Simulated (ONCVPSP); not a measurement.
Cs (Z = 55): excitation energies, all-electron against ONCV

ONCVPSP 4.0.1 input, shortened (lines: element, Z, core and valence counts, functional; n l f; lmax; l rc ep ncon nbas qcut; lloc lpopt rc5 dvloc0; l nproj debl; icmod fcfact rcfact), LDA (Perdew-Wang 92), scalar-relativistic:

```
  Cs 55.00    9    3  -001012      upf
    1    0    2.00
    2    0    2.00
    2    1    6.00
    3    0    2.00
    3    1    6.00
    3    2   10.00
    4    0    2.00
    4    1    6.00
    4    2   10.00
    5    0    2.00
    5    1    6.00
    5    2    1.00
    3
    0    2.30    0.00    4    8    4.60
    1    2.90    0.00    4    7    4.30
    2    3.80    0.00    4    9    2.40
    3    3.90    0.19    3    8    3.30
    4    5    1.75    0.00
    0    2    3.50
    1    2    3.30
    2    2    1.00
    3    2    4.00
    3    3.00    1.25
```

Energies are relative to the spin-unpolarised reference configuration 5s2 5p6 5d1; without spin polarisation the order of configurations can differ from experiment. Not all tests gave a result: 1 of 4 tests not solved or not reliable.

| valence configuration | charge | ΔE all-electron (eV) | error AE − PS (meV) |
| --- | --- | --- | --- |
| 5s2 5p6 5d0 6s1 | 0 | -1.721 | +5.2 |
| 5s2 5p6 5d0 | +1 | 2.275 | +2.7 |
| 5s2 5p6 5d0 6s0.5 | +0.5 | -0.168 | +4.4 |

Levels in the configuration 5s2 5p6 5d0 6s0.5:

```csv
level,all-electron (eV),pseudo (eV)
5s,-29.381,-29.344
5p,-16.067,-16.040
6s,-4.007,-4.009
```

Note: no bound ghost flagged; GHOST(+) flagged for f at 81.2 eV, s at 86.8 eV, d at 92.0 eV, p at 140.1 eV.
